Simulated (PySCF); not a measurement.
Isomers of C6H9Cl2NO, one GFN2-xTB conformer each. Single-point energies are computed at PBE0/pcSseg-1 (PySCF, gas phase, no added dispersion term), electronic only.

Problem. Rank them by PBE0/pcSseg-1 energy, lowest first (kJ/mol).
A. `[CH3:1]/[C:2](=[CH:3]\[CH2:4][C:5]([NH2:6])=[O:7])[CH:8]([Cl:9])[Cl:10]` with C2–C3–C4–C5 96°, C3–C4–C5–N6 -35°, C4–C5–N6–H 7° and 180°, C1–C2–C8–Cl9 -67°
B. `[CH3:1][CH2:2][CH2:3][NH:4][C:5](=[O:6])/[C:7]([Cl:8])=[CH:9]\[Cl:10]` with C1–C2–C3–N4 -179°, C2–C3–N4–C5 111°, C3–N4–C5–O6 4°, N4–C5–C7–Cl8 5°
C. `[CH2:1]=[CH:2][C@@H:3]([C:4](=[O:5])[NH:6][CH3:7])[CH:8]([Cl:9])[Cl:10]` with C1–C2–C3–C4 111°, C2–C3–C4–O5 88°, C3–C4–N6–C7 177°, C2–C3–C8–Cl9 173°

Solution. A (0.0), B (36.5), C (40.9).

Neighbours under 10 kJ/mol apart (CCCNC(=O)/C(Cl)=C\Cl and C=C[C@@H](C(=O)NC)C(Cl)Cl) can change places with a better method, another conformer or zero-point energy. GFN2-xTB itself gives, in the same order: 14.9, 0.0, 34.6. GFN2-xTB puts CCCNC(=O)/C(Cl)=C\Cl lowest instead; measured from each level's own lowest isomer, the values differ by up to 36.5 kJ/mol (CCCNC(=O)/C(Cl)=C\Cl: 0.0 against 36.5).

Problem. Which frontier levels, dipoles and rotational constants go with these structures?

Solution. 
| SMILES | HOMO (eV, PBE0/pcSseg-1) | LUMO (eV) | dipole (D) | A, B, C (MHz) |
| --- | --- | --- | --- | --- |
| C/C(=C\CC(N)=O)C(Cl)Cl | -7.28 | -0.99 | 1.58 | 1926, 453.4, 403.8 |
| CCCNC(=O)/C(Cl)=C\Cl | -7.45 | -1.51 | 3.10 | 1459, 482.4, 375.1 |
| C=C[C@@H](C(=O)NC)C(Cl)Cl | -7.52 | -0.60 | 4.49 | 1291, 693.7, 505.4 |
